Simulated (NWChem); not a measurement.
SiPH4, doublet; SMILES [SiH2]P

Computed with NWChem. Spin-unrestricted. Medium grid unless said otherwise, to which SCAN and Minnesota functionals are sensitive. In the optimisation the excess spin sits in a' (Cs, its own frame). All runs use the structure optimised with B3LYP/6-31G* (spherical d), spin-unrestricted. No stability test was run on the SCF state. Total energies of different functionals are on different scales.

| level | energy (Ha) | highest occupied level (eV) | lowest empty minus highest occupied level, either spin (eV) | dipole (D) | <S²> |
|---|---|---|---|---|---|
| B3LYP/def2-TZVP | -633.2609 | -5.75 | 2.72 | 0.67 | 0.754 |
| PBE/def2-TZVP | -632.9006 | -4.97 | 1.45 | 0.65 | 0.753 |
| N12/def2-TZVP | -633.1669 | -4.69 | 1.15 | 0.66 | 0.752 |
| LRC-wPBEh/def2-TZVP | -632.9735 | -7.84 | 6.85 | 0.71 | 0.756 |
| MPW1K/def2-TZVP | -633.2480 | -6.83 | 4.79 | 0.72 | 0.756 |
| MN15-L/def2-TZVP | -633.0942 | [?] | [?] | [?] | 0.757 |
| M06/def2-TZVP | -633.1826 | -5.68 | 2.79 | 0.68 | 0.752 |
| LC-BLYP (range parameter 0.33 per bohr)/def2-TZVP | -632.7661 | -8.09 | 7.14 | 0.72 | 0.755 |
| TPSSh/def2-TZVP | -633.2600 | -5.55 | 2.43 | 0.66 | 0.755 |

### Question
What belongs in the gaps?

### Answer

- MN15-L/def2-TZVP, highest occupied level (eV): -5.32
- MN15-L/def2-TZVP, lowest empty minus highest occupied level, either spin (eV): 2.29
- MN15-L/def2-TZVP, dipole (D): 0.82
